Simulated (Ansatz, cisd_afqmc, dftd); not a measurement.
System: C3H5Cl, charge 0, singlet. C3H5Cl (SMILES C/C=C/Cl).
B3LYP-D3(BJ)/def2-TZVP minimum from Ansatz (an electronic-structure program):
```
C
C 1 1.3231
H 2 1.0812 1 123.80
H 1 1.0847 2 119.00 3 180.00
C 1 1.4957 4 117.58 2 -180.00
H 5 1.0904 1 111.68 4 180.00
H 5 1.0934 6 108.21 1 -122.25
H 5 1.0934 6 108.21 7 -115.50
Cl 2 1.7403 3 112.81 1 180.00
```
Charge 0, spin multiplicity 1.

Wanted: atomisation energy (electronic, to ground-state atoms), in kJ/mol. Open shells are spin-unrestricted; no spin-orbit coupling. Cores are frozen in correlated methods. Rows without X2C or -DK are non-relativistic. AFQMC is phaseless with a CISD trial state; ± is one standard error, without the phaseless bias. Outlying blocks are dropped, and bars are widened where a walk drifts. Over all cases where full CI ran beside it in this data, AFQMC minus full CI had a median of +0.1 mEh and passed +0.4 mEh in a tenth of the cases. CBS(X,Y): correlation extrapolated as X^-3, Hartree-Fock from the larger set. A bracket is a step between two methods taken in the basis named. Functionals run without relativity, which enters their misses. '+ core + X2C': CCSD(T) terms for core correlation (cc-pwCVTZ, 1s frozen past Ne) and scalar relativity (cc-pVTZ-DK). For partners of very few electrons the exact lower level stands in for a higher one.

| level | program | atomisation energy (kJ/mol) | difference against the last row |
|---|---|---|---|
| PBE/def2-TZVPD | Ansatz | 3593.0 | 69.2 |
| r2SCAN-D4/def2-TZVPD | Ansatz + dftd4 | 3527.5 | 3.7 |
| PBE0/def2-TZVPD | Ansatz | 3536.2 | 12.4 |
| wB97M-V/def2-TZVPD | Ansatz | 3520.8 | -3.0 |
| CCSDT(Q)/cc-pV(D+d)Z | Ansatz | 3264.2 | -259.6 |
| AFQMC/CISD/cc-pV(T+d)Z | cisd_afqmc | 3427.7 ± 1.0 | -96.1 |
| CCSD(T)/CBS(cc-pV(T+d)Z,cc-pV(Q+d)Z) + [AFQMC/CISD - CCSD(T)]/cc-pV(T+d)Z + core + X2C | Ansatz + cisd_afqmc | 3522.7 ± 1.0 | -1.1 |
| CCSD(T)/CBS(cc-pV(T+d)Z,cc-pV(Q+d)Z) + [CCSDT(Q) - CCSD(T)]/cc-pV(D+d)Z + core + X2C | Ansatz | 3523.8 | 0.0 |
